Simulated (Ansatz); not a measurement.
Start from `[CH3][Ge]([NH2])([NH2])[NH2]` and change one atom or group to get `[NH2][Ge]([NH2])([NH2])[F]`.

Ansatz, PBE0-D4/def2-TZVP geometries, multiplicity 1. Each molecule was computed in one conformer, which needn't be the lowest.

Scalar relativity is left out up to krypton.

```tsv
property	`[CH3][Ge]([NH2])([NH2])[NH2]`
HOMO–LUMO gap (PBE/def2-TZVPP) / eV	5.04
size of the dipole moment (B3LYP/def2-TZVPP) / D	1.08
HOMO energy (PBE/def2-TZVPP) / eV	-5.27
zero-point energy (PBE0-D4/def2-TZVP) / kJ/mol	301.1
HOMO–LUMO gap (PBE0/def2-TZVPP) / eV	7.30
HOMO energy (ωB97M-V/def2-TZVPP) / eV	-9.10
```

(1) What does the change do to each property? (Best estimate.)

Answers

(1) The calculation gave: 
```json
{"property": "HOMO–LUMO gap (PBE/def2-TZVPP) / eV", "`[NH2][Ge]([NH2])([NH2])[F]`": "5.19", "shift": "0.15"}
{"property": "size of the dipole moment (B3LYP/def2-TZVPP) / D", "`[NH2][Ge]([NH2])([NH2])[F]`": "2.53", "shift": "1.45"}
{"property": "HOMO energy (PBE/def2-TZVPP) / eV", "`[NH2][Ge]([NH2])([NH2])[F]`": "-5.79", "shift": "-0.52"}
{"property": "zero-point energy (PBE0-D4/def2-TZVP) / kJ/mol", "`[NH2][Ge]([NH2])([NH2])[F]`": "211.6", "shift": "-89.5"}
{"property": "HOMO–LUMO gap (PBE0/def2-TZVPP) / eV", "`[NH2][Ge]([NH2])([NH2])[F]`": "7.55", "shift": "0.25"}
{"property": "HOMO energy (ωB97M-V/def2-TZVPP) / eV", "`[NH2][Ge]([NH2])([NH2])[F]`": "-9.66", "shift": "-0.56"}
```

With PBE0 the HOMO falls by 0.56 eV and the LUMO falls by 0.30 eV, so the gap widens by about 0.26 eV. PBE moves the HOMO by -0.52 eV and ωB97M-V by -0.56 eV. The zero-point energy changes by -89.5 kJ/mol with -9 modes. Dipoles are sizes alone; their direction can turn.

Positive LUMOs are unbound, so they and the gaps depend on the basis.

B3LYP here is the variant with VWN-RPA as its local correlation; programs differ in this.
